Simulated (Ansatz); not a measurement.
Ansatz (a first-principles code) input (B3LYP-D3(BJ)/def2-TZVP):

Ansatz 0.2 input:
```yaml
crystal:
  periodic: [false, false, false]
  atoms:
    - {symbol: P, position_ang: [-1.00688392, -0.38730866, -0.03332002]}
    - {symbol: P, position_ang: [0.97929706, 0.36600502, 0.03047361]}
    - {symbol: H, position_ang: [-1.62401981, 0.18703028, 1.08154193]}
    - {symbol: H, position_ang: [-1.61813288, 0.35511536, -1.04773702]}
    - {symbol: H, position_ang: [1.58865659, -0.37424147, 1.04760184]}
    - {symbol: H, position_ang: [1.59630148, -0.20805499, -1.08484692]}
basis:
  gaussian:
    orbitals: def2-TZVP
hamiltonian:
  xc: b3lyp
  dispersion: d3bj
total_charge: 1
magnetization: {spin_polarized: true, initial_magnetization: 1}
relax: {f_tol: 0.002, max_steps: 150}
```

End of the output:

```
integrals: 0.03 GiB planned
740 factors; their error is unknown
mean field: 0.34 GiB planned
mean field evaluation 32: about -18635.5648 eV, gradient 1.9e-4 eV
mean field -18635.56478639 eV, -684.8443742604 hartree, gradient 1.4e-5 eV, S^2 0.759761; 0 other end points of the search recorded, 0 dependent functions left out
the calculation of the forces begins
reference -18635.56500376 eV, -684.8443822486 hartree; 17, 16 occupied and 81, 82 virtual orbitals, 740 factors
relax step   4: F+E_penalty+E_count = -18635.78268497 eV  Δ(F+E_penalty+E_count) = -3.925e-4 eV  max|allowed force component| = 1.000e-2 eV/Å  Δτ_max = 0.0049 Å  (24 SCF iters, accepted)
these checks for a lower state are left out or cut short: starts, cluster_reference, orbital_swaps, neighbouring_geometries, increment
integrals: 0.03 GiB planned
740 factors; their error is unknown
mean field: 0.35 GiB planned
mean field -18635.56477885 eV, -684.8443739834 hartree, gradient 2.9e-5 eV, S^2 0.759757; 0 other end points of the search recorded, 0 dependent functions left out
the calculation of the forces begins
reference -18635.56499622 eV, -684.8443819713 hartree; 17, 16 occupied and 81, 82 virtual orbitals, 740 factors
relax step   5: F+E_penalty+E_count = -18635.78269014 eV  Δ(F+E_penalty+E_count) = -5.169e-6 eV  max|allowed force component| = 8.085e-4 eV/Å  Δτ_max = 0.0005 Å  (21 SCF iters, accepted)
integrals: 0.03 GiB planned
740 factors; their error is unknown
mean field: 0.35 GiB planned
mean field -18635.56477885 eV, -684.8443739834 hartree, gradient 2.9e-5 eV, S^2 0.759757; 1 other end points of the search recorded, 0 dependent functions left out
the calculation of the forces begins
reference -18635.56499622 eV, -684.8443819713 hartree; 17, 16 occupied and 81, 82 virtual orbitals, 740 factors
Total energy: -18635.78290751 eV, -684.8523900635 hartree
Atom 0 at    -1.018761    -0.389353    -0.033637 Å, force    -0.000782     0.000092     0.000077 eV/Å
Atom 1 at     0.990462     0.368829     0.031376 Å, force     0.000808     0.000007     0.000069 eV/Å
Atom 2 at    -1.608772     0.181386     1.113193 Å, force     0.000010    -0.000118    -0.000050 eV/Å
Atom 3 at    -1.602907     0.353616    -1.080463 Å, force     0.000089    -0.000167    -0.000041 eV/Å
Atom 4 at     1.574458    -0.373863     1.078479 Å, force    -0.000026     0.000069    -0.000044 eV/Å
Atom 5 at     1.580738    -0.202070    -1.115234 Å, force    -0.000099     0.000117    -0.000012 eV/Å
Dipole moment:     0.000031     0.000014     0.000017 e Å
```
